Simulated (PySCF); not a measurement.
CdFI, SMILES [Cd]([I])[F]. Atoms are numbered in the order given.

```xyz
3

Cd     0.0000     0.0000    -1.0735
F      0.0000     0.0000    -3.0116
I      0.0000     0.0000     1.4836
```

The structure is a stationary point at r2SCAN-D4/def2-TZVP. The def2 effective core potentials stand for the cores of Cd, I; spin–orbit coupling is left out.

The numbers are results of PBE0/def2-TZVPD (PySCF), not measurements.

Gas-phase values at a fixed geometry.

Computed frontier levels, gap, dipole moment and polarisability:
```json
{
 "highest_occupied_level": "-8.06 eV",
 "lowest_empty_level": "-2.39 eV",
 "orbital_gap": "5.67 eV",
 "dipole_moment": "1.57 D",
 "quadrupole, principal values (traceless, Buckingham form, about the centre of nuclear charge)": "-14.66, 7.33, 7.33 D·Å",
 "mean_static_polarisability": "64.0 bohr³ (9.49 Å³)",
 "polarisability_principal_values": "51.6, 51.6, 88.8 bohr³"
}
```
